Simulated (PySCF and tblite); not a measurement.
Values are calculated unless marked as measured or tabulated.
C₇H₈ClF₃, numbered as in [F:1][C:2]([F:3])([F:4])[C:5]1=[CH:6][C@H:7]([Cl:8])[CH2:9][CH2:10][CH2:11]1.

Search: ETKDG, MMFF94s, GFN2-xTB, 60 starts; geometries at GFN2-xTB. Energies: PBE0-D3(BJ)/pcSseg-1 (IEF-PCM, acetone), with GFN2-xTB thermal terms (modes under about 50 cm⁻¹ blended into free rotors). Symmetry numbers and mirror images are counted. Conformers within 5 kcal/mol (GFN2-xTB free energy) were kept, 6 at most. GIAO shieldings: PBE0/pcSseg-1 (IEF-PCM, acetone). Shifts are against TMS (¹H), TMS (¹³C), CFCl3 (¹⁹F) at the same level; of two unlike H on one atom, a is the less shielded. Run with PySCF (density fitting) and tblite.

The 6-ring runs over atoms 5–6–7–9–10–11.

```json
{"conformer": "1", "shape": "6-ring half-chair (ring torsions -15, 45, -63, 48, -18, 1°)", "symmetry": "C1", "E(GFN2) kcal/mol": "0.00", "E(DFT) kcal/mol": "0.00"}
{"conformer": "2", "shape": "6-ring half-chair (ring torsions 16, -48, 64, -47, 15, 1°)", "symmetry": "C1", "E(GFN2) kcal/mol": "0.67", "E(DFT) kcal/mol": "0.74"}
```

Task: How much do the weights at 298.15 K and the averaged shift of H9b depend on how the conformers are weighted?

Result: 
| weighting | 1 (%) | 2 (%) | δ (ppm) | rms dipole (D) |
| --- | --- | --- | --- | --- |
| DFT energy with thermal terms, symmetry and mirror images (full scheme) | 74 | 26 | 2.03 | 3.61 |
| DFT energy with symmetry and mirror images | 78 | 22 | 2.05 | 3.60 |
| bare DFT energy | 78 | 22 | 2.05 | 3.60 |
| GFN2-xTB energy with symmetry and mirror images | 76 | 24 | 2.04 | 3.60 |
| GFN2-xTB free energy | 72 | 28 | 2.02 | 3.61 |
| leading conformer alone | 100 | 0 | 2.16 | 3.57 |
| equal weights | 50 | 50 | 1.91 | 3.64 |

The largest departure from the full scheme, 0.13 ppm, comes with: leading conformer alone.


Conformer gaps in pcSseg-1 on xTB geometries can be 2 kcal/mol off for S=O, P=O and other polar bonds.